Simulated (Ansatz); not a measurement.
Start from `C/C=C/[SiH2][SiH3]` and change one atom or group to get `C=C[SiH2][SiH3]`.

Ansatz, PBE0-D4/def2-TZVP geometries, multiplicity 1. Each molecule was computed in one conformer, which needn't be the lowest.

| property | `C/C=C/[SiH2][SiH3]` |
| --- | --- |
| LUMO energy (PBE0/def2-TZVPP) / eV | -0.40 |
| HOMO energy (PBE0/def2-TZVPP) / eV | -7.29 |
| LUMO energy (ωB97M-V/def2-TZVPP) / eV | 1.59 |
| LUMO energy (B3LYP/def2-TZVPP) / eV | -0.59 |
| HOMO–LUMO gap (ωB97M-V/def2-TZVPP) / eV | 10.96 |
| size of the dipole moment (B3LYP/def2-TZVPP) / D | 1.50 |

(1) What does the change do to each property? (Estimate.)

## Answers

(1) Ansatz gave: 
```tsv
property	`C=C[SiH2][SiH3]`	shift
LUMO energy (PBE0/def2-TZVPP) / eV	-0.66	-0.26
HOMO energy (PBE0/def2-TZVPP) / eV	-7.63	-0.34
LUMO energy (ωB97M-V/def2-TZVPP) / eV	1.37	-0.22
LUMO energy (B3LYP/def2-TZVPP) / eV	-0.85	-0.26
HOMO–LUMO gap (ωB97M-V/def2-TZVPP) / eV	11.06	0.10
size of the dipole moment (B3LYP/def2-TZVPP) / D	0.79	-0.71
```

With PBE0 the HOMO falls by 0.34 eV and the LUMO falls by 0.26 eV, so the gap widens by about 0.08 eV. PBE moves the HOMO by -0.34 eV and ωB97M-V by -0.33 eV. Dipoles are sizes alone; their direction can turn.

B3LYP here is the variant with VWN-RPA as its local correlation; programs differ in this.

Positive LUMOs are unbound, so they and the gaps depend on the basis.
